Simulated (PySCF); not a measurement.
Isomers of C7H7NO. The calculation used TDDFT CAM-B3LYP/def2-SVPD, vertical, gas phase, core orbitals frozen in the response (PySCF 2.14.0, density-fitted response routines). Geometries: GFN2-xTB; one conformer of each isolated species. Triplets are in the Tamm–Dancoff approximation. 'Strongest' means the level of largest summed f among the lowest 8 singlets; it needn't be the same kind of state in each.

Question: Rank by computed energy of the strongest computed level, lowest first.
A. `C=C/C=C\c1ccon1`
B. `CC(=O)c1ccccn1`
C. `C#C[C@@H]1C=C[C@@H]1NC=O`
D. `N#CC[C@@H]1C=CC(=O)C1`

Answer: A (4.78 eV), D (6.27 eV), B (6.87 eV), C (7.21 eV).

| SMILES | strongest (eV) | LUMO (eV) | α (au) | first f ≥ 0.01 (nm) | gap (eV) | S1 mainly |
| --- | --- | --- | --- | --- | --- | --- |
| C=C/C=C\c1ccon1 | 4.78 | -0.64 | 100.0 | 259 | 7.17 | H→L (98%) |
| N#CC[C@@H]1C=CC(=O)C1 | 6.27 | -0.75 | 83.9 | 198 | 8.30 | H→L (92%) |
| CC(=O)c1ccccn1 | 6.87 | -0.88 | 88.4 | 234 | 7.82 | H→L (88%) |
| C#C[C@@H]1C=C[C@@H]1NC=O | 7.21 | 0.78 | 87.4 | 193 | 9.57 | H-1→L+3 (23%) |

H and L stand for HOMO and LUMO.
